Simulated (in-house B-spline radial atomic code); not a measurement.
Settings and results of a run for P VIII (P7+) (an excited or competing configuration). Computed with an all-electron radial atomic-structure program (B-spline basis): Dirac-Hartree-Fock, average of the jj configuration, Fermi nucleus of rms radius 3.1889 fm.

In the input, a minus or plus after the letter marks the j = l - 1/2 or j = l + 1/2 subshell.

Command:
```bash
python run_scf.py task.json out
```
Settings (nuclear radius in fm, mass in u):
```
Z                15
configuration    1s2 2s2 2p-2 2p+1 6g+1
hamiltonian      dirac
method           hf
spin_polarised   False
nucleus          fermi
rms_radius       3.1889
atomic_mass      30.97376
speed_of_light   137.035999084
```

Output (hartree, bohr):
```
 radial grid: 70 intervals, B-splines of order 8, outer radius 24.9351 bohr

 iter        energy (Eh)    residual
    1       -301.7973674    7.93e-01
    2       -306.6997485    6.51e-02
    3       -306.7285650    3.01e-02
    4       -306.7349161    1.41e-02
    5       -306.7367279    1.32e-03
    6       -306.7367396    1.11e-04
    7       -306.7367397    2.84e-06
    8       -306.7367397    6.81e-08

 total energy                     -306.736740
 kinetic                            308.47459
 electron-nucleus                  -672.29169
 electron-electron                   57.08036

 first-order corrections (not in the total)
   Gaunt                            0.06643
   retardation                     -0.00355
   frequency dependence            -0.00002
   self-energy                      0.04917
   Uehling                         -0.00315
   Wichmann-Kroll                   0.00001
   recoil                           0.00485

 orbital      occ     eigenvalue          <r>       <r^2>       <1/r>       r_max    small
 1s1/2      2.000      -89.67912     0.102977    0.014244     14.6971     0.06761  2.85e-03
 2s1/2      2.000      -14.77181     0.475983    0.266386     3.08012      0.3983  4.97e-04
 2p1/2      2.000      -13.26896     0.424106    0.219845     3.01773      0.3271  4.82e-04
 2p3/2      1.000      -13.32763      0.42464    0.220134      3.0072      0.3281  4.82e-04
 6g9/2      1.000       -0.88898      5.49896     34.0199    0.222292       5.843  2.37e-05
```

Run time, properties included: 0.64 s on 1 thread of Intel(R) Xeon(R) Platinum 8488C, with other jobs on the host.

For the Dirac Hamiltonian the kinetic term is c α·p + (β - 1)c².
